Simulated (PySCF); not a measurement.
C6H8N2. Atoms are numbered in the order given.

```xyz
16

N     -2.8166    -0.0836     0.0000
C     -1.4252    -0.0122     0.0000
C     -0.6953    -0.0063     1.1970
C      0.6953     0.0063     1.1970
C      1.4252     0.0122     0.0000
N      2.8166     0.0836     0.0000
C      0.6953     0.0063    -1.1970
C     -0.6953    -0.0063    -1.1970
H     -3.2565     0.2838    -0.8350
H     -3.2565     0.2838     0.8350
H     -1.2291    -0.0171     2.1518
H      1.2291     0.0171     2.1518
H      3.2565    -0.2838     0.8350
H      3.2565    -0.2838    -0.8350
H      1.2291     0.0171    -2.1518
H     -1.2291    -0.0171    -2.1518
```

The structure is a stationary point at PBE0-D3(BJ)/def2-SVP. Other conformers were not sampled.

All values below come from PBE/pcSseg-1 (PySCF).

GIAO shieldings, no solvent; atoms alike by connectivity are averaged. δ = σ(ref) − σ: ¹⁵N against NH3 (σ = 267.0 ppm); ¹³C against TMS (σ = 182.0 ppm); ¹H against TMS (σ = 31.49 ppm), references at their B3LYP-D3(BJ)/def2-TZVP geometries, non-relativistic.

Estimate the chemical shifts. (The exact figures need the calculation; the answer reports its results.)


```csv
nucleus,atoms,count,δ (ppm)
¹⁵N,"N1, N6",2,79.9
¹³C,"C2, C5",2,142.1
¹³C,"C3, C4, C7, C8",4,117.3
¹H,"H11, H12, H15, H16",4,6.52
¹H,"H9, H10, H13, H14",4,2.83
```
